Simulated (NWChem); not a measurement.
System: SiH4O; SMILES O[SiH3]

NWChem printed, in part:

```
             Northwest Computational Chemistry Package (NWChem) 7.3.0
             --------------------------------------------------------

 CS  symmetry detected

                             Geometry "geometry" -> ""
                             -------------------------

 Output coordinates in angstroms (scale by  1.889725989 to convert to a.u.)

  No.       Tag          Charge          X              Y              Z
 ---- ---------------- ---------- -------------- -------------- --------------
    1 Si                  14.0000    -0.00990449    -0.53499053     0.00000000
    2 O                    8.0000    -0.07457560     1.12955781     0.00000000
    3 H                    1.0000     0.69526662    -1.06836954     1.20887300
    4 H                    1.0000    -1.42050108    -1.00680065     0.00000000
    5 H                    1.0000     0.69526662    -1.06836954    -1.20887300
    6 H                    1.0000     0.76523546     1.59694465     0.00000000

 Effective nuclear repulsion energy (a.u.)      64.1972102928

      Symmetry information
      --------------------

 Group name             Cs
 Group number              2
 Group order               2
 No. of unique centers     5

                                 NWChem DFT Module
                                 -----------------

 Summary of "ao basis" -> "ao basis" (spherical)
 ------------------------------------------------------------------------------
       Tag                 Description            Shells   Functions and Types
 ---------------- ------------------------------  ------  ---------------------
 Si                         def2-svp                 8       18   4s3p1d
 O                          def2-svp                 6       14   3s2p1d
 H                          def2-svp                 3        5   2s1p

      Symmetry analysis of basis
      --------------------------

        a'         36
        a"         16

            General Information
            -------------------
          SCF calculation type: DFT
          Wavefunction type:  closed shell.
          No. of atoms     :     6
          No. of electrons :    26
           Alpha electrons :    13
            Beta electrons :    13
          Charge           :     0
          Spin multiplicity:     1
          Use of symmetry is: on ; symmetry adaption is: on
          Maximum number of iterations: 150
          AO basis - number of functions:    52
                     number of shells:    26
          Convergence on energy requested:  1.00D-06
          Convergence on density requested:  1.00D-05
          Convergence on gradient requested:  5.00D-04

              XC Information
              --------------
                         SCAN Method XC Functional
                  SCAN metaGGA Exchange Functional  1.000
                        SCAN Correlation Potential  1.000

             Grid Information
             ----------------
          Grid used for XC integration:  medium
          Radial quadrature: Mura-Knowles
          Angular quadrature: Lebedev.
          Tag              B.-S. Rad. Rad. Pts. Rad. Cut. Ang. Pts.
          ---              ---------- --------- --------- ---------
          Si                  1.10       88           8.0       590
          O                   0.60       49           8.0       434
          H                   0.35       45          10.0       434
          Grid pruning is: on
          Number of quadrature shells:   272
          Spatial weights used:  Erf1

      Superposition of Atomic Density Guess
      -------------------------------------

 Sum of atomic energies:        -365.42681423

      Non-variational initial energy
      ------------------------------

 Total energy =    -365.947279
 1-e energy   =    -632.642833
 2-e energy   =     202.498344
 HOMO         =      -0.388806
 LUMO         =       0.045098

      Symmetry analysis of molecular orbitals - initial
      -------------------------------------------------

  Numbering of irreducible representations:

     1 a'          2 a"

  Orbital symmetries:

     1 a'          2 a'          3 a'          4 a'          5 a'
     6 a"          7 a'          8 a'          9 a'         10 a'
    11 a"         12 a'         13 a"         14 a'         15 a'
    16 a'         17 a"         18 a'         19 a'         20 a"
    21 a'         22 a'         23 a'

     ---------------------------------------------
      Total Density - Mulliken Population Analysis
     ---------------------------------------------

    Atom       Charge   Shell Charges
 -----------   ------   -------------------------------------------------------
    1 Si  14    13.27   2.00  1.99  0.96  0.26  5.94  1.03  0.89  0.20
    2 O    8     8.78   1.99  1.10  0.64  3.10  1.95  0.00
    3 H    1     1.10   0.70  0.39  0.01
    4 H    1     1.10   0.70  0.38  0.01
    5 H    1     1.10   0.70  0.39  0.01
    6 H    1     0.65   0.52  0.07  0.06

   convergence    iter        energy       DeltaE   RMS-Dens  Diis-err
 ---------------- ----- ----------------- --------- --------- ---------
 d= 0,ls=0.0,diis     1   -366.9296985362 -4.31D+02  2.11D-02  4.29D-01
 d= 0,ls=0.0,diis     2   -366.8525727259  7.71D-02  1.43D-02  1.23D+00
 d= 0,ls=0.0,diis     3   -366.9758301053 -1.23D-01  1.69D-03  1.76D-02
 d= 0,ls=0.0,diis     4   -366.9775163866 -1.69D-03  4.27D-04  4.59D-04
 d= 0,ls=0.0,diis     5   -366.9775762229 -5.98D-05  9.97D-05  2.01D-05
  Resetting Diis
 d= 0,ls=0.0,diis     6   -366.9775793011 -3.08D-06  1.42D-05  6.46D-07
 d= 0,ls=0.0,diis     7   -366.9775793878 -8.67D-08  3.38D-06  1.07D-08

         Total DFT energy =     -366.977579387786
      One electron energy =     -634.601560881167
           Coulomb energy =      234.431446558644
    Exchange-Corr. energy =      -31.004675358103
 Nuclear repulsion energy =       64.197210292840

 Numeric. integr. density =       25.999992450358

                  Occupations of the irreducible representations
                  ----------------------------------------------

                     irrep           alpha         beta
                     --------     --------     --------
                     a'               10.0         10.0
                     a"                3.0          3.0

                       DFT Final Molecular Orbital Analysis
                       ------------------------------------

 Vector   11  Occ=2.000000D+00  E=-3.447554D-01  Symmetry=a"
              MO Center=  2.4D-01, -1.3D-01, -3.0D-12, r^2= 2.5D+00
   Bfn.  Coefficient  Atom+Function         Bfn.  Coefficient  Atom+Function
  ----- ------------  ---------------      ----- ------------  ---------------
    24      0.351003  2 O  pz                10      0.269436  1 Si pz
    27      0.246803  2 O  pz                33      0.239989  3 H  s
    43     -0.239989  5 H  s                 13      0.222794  1 Si pz
     7     -0.154728  1 Si pz                34      0.103499  3 H  s
    44     -0.103499  5 H  s                 17     -0.039487  1 Si d  1

 Vector   12  Occ=2.000000D+00  E=-2.979719D-01  Symmetry=a'
              MO Center= -2.5D-01, -1.2D-01,  2.0D-13, r^2= 2.8D+00
   Bfn.  Coefficient  Atom+Function         Bfn.  Coefficient  Atom+Function
  ----- ------------  ---------------      ----- ------------  ---------------
    22      0.314053  2 O  px                38      0.284931  4 H  s
    23     -0.215961  2 O  py                25      0.216494  2 O  px
    39      0.216764  4 H  s                  8     -0.210298  1 Si px
    33     -0.185376  3 H  s                 43     -0.185376  5 H  s
    26     -0.168313  2 O  py                21     -0.158964  2 O  s

 Vector   13  Occ=2.000000D+00  E=-2.710553D-01  Symmetry=a"
              MO Center=  2.0D-01,  2.6D-01,  1.1D-14, r^2= 2.4D+00
   Bfn.  Coefficient  Atom+Function         Bfn.  Coefficient  Atom+Function
  ----- ------------  ---------------      ----- ------------  ---------------
    24      0.505072  2 O  pz                27      0.385834  2 O  pz
    33     -0.233939  3 H  s                 43      0.233939  5 H  s
    34     -0.206102  3 H  s                 44      0.206102  5 H  s
    10     -0.138924  1 Si pz                15      0.094136  1 Si d -1
     7      0.072145  1 Si pz                17      0.039169  1 Si d  1

 Vector   14  Occ=0.000000D+00  E= 4.368280D-03  Symmetry=a'
              MO Center=  2.3D-01, -2.2D-01, -8.6D-16, r^2= 3.6D+00
   Bfn.  Coefficient  Atom+Function         Bfn.  Coefficient  Atom+Function
  ----- ------------  ---------------      ----- ------------  ---------------
    12      0.983452  1 Si py                21     -0.696968  2 O  s
    39      0.357749  4 H  s                 49      0.306573  6 H  s
     9      0.226995  1 Si py                11      0.196615  1 Si px
    20     -0.166133  2 O  s                 25     -0.156248  2 O  px
    26      0.150884  2 O  py                34      0.147179  3 H  s

 Vector   15  Occ=0.000000D+00  E= 6.407568D-02  Symmetry=a'
              MO Center=  1.4D-01, -5.6D-01,  4.1D-14, r^2= 3.6D+00
   Bfn.  Coefficient  Atom+Function         Bfn.  Coefficient  Atom+Function
  ----- ------------  ---------------      ----- ------------  ---------------
    11      1.474504  1 Si px                39      1.075939  4 H  s
    34     -0.747713  3 H  s                 44     -0.747713  5 H  s
     8      0.277632  1 Si px                 4      0.275784  1 Si s
    49     -0.238932  6 H  s                 21      0.222329  2 O  s
    38      0.179050  4 H  s                 12     -0.168068  1 Si py

[...]
```

Level: SCAN/def2-SVP. Geometry: optimised at PBE0/def2-SVP.

Q: Write an input that gives this output.

A: One answer among several that fit: the input that was run:
```
start job
memory heap 200 mb stack 900 mb global 1100 mb
geometry units angstroms noautoz
  Si    -0.020039    -0.495117     0.000000
  O     -0.075849     1.169752     0.000000
  H      0.682283    -1.032242     1.208873
  H     -1.433127    -0.959412     0.000000
  H      0.682283    -1.032242    -1.208873
  H      0.766438     1.632662     0.000000
end
basis spherical
  Si library def2-svp
  O library def2-svp
  H library def2-svp
end
dft
  xc scan
  iterations 150
  mulliken
end
task dft energy
```
